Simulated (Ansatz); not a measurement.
SiH2 (SMILES [SiH2]), charge 0, multiplicity 1, relaxed at each level with Ansatz (a first-principles code); harmonic frequencies from differences of analytic forces, average atomic masses, frozen cores.

| level | Si1–H2 (Å) | Si1–H3 (Å) | H2–Si1–H3 (°) | dipole (D) |
|---|---|---|---|---|
| HF/def2-TZVPP | 1.5099 | 1.5099 | 93.6 | 0.30 |
| PBE/def2-TZVPP | 1.5384 | 1.5384 | 90.5 | 0.10 |
| r2SCAN/def2-TZVPP | 1.5243 | 1.5243 | 90.8 | 0.19 |
| B3LYP/def2-TZVPP | 1.5226 | 1.5226 | 91.5 | 0.07 |
| PBE0/def2-TZVPP | 1.5254 | 1.5254 | 91.2 | 0.17 |
| wB97X-V/def2-TZVPP | 1.5196 | 1.5196 | 91.8 | 0.22 |
| MP2/cc-pV(T+d)Z | 1.5115 | 1.5115 | 92.2 | 0.19 |
| CCSD(T)/cc-pV(D+d)Z | 1.5259 | 1.5259 | 92.3 | 0.08 |
| CCSD(T)/cc-pV(T+d)Z | 1.5188 | 1.5188 | 92.4 | 0.14 |
| CCSD(T)/cc-pV(Q+d)Z | 1.5165 | 1.5165 | 92.3 | 0.16 |

Doubts at one or more of the structures used: a restricted determinant that unrestricted orbitals would lower (MP2/cc-pV(T+d)Z, CCSD(T)/cc-pV(D+d)Z, CCSD(T)/cc-pV(T+d)Z, CCSD(T)/cc-pV(Q+d)Z).
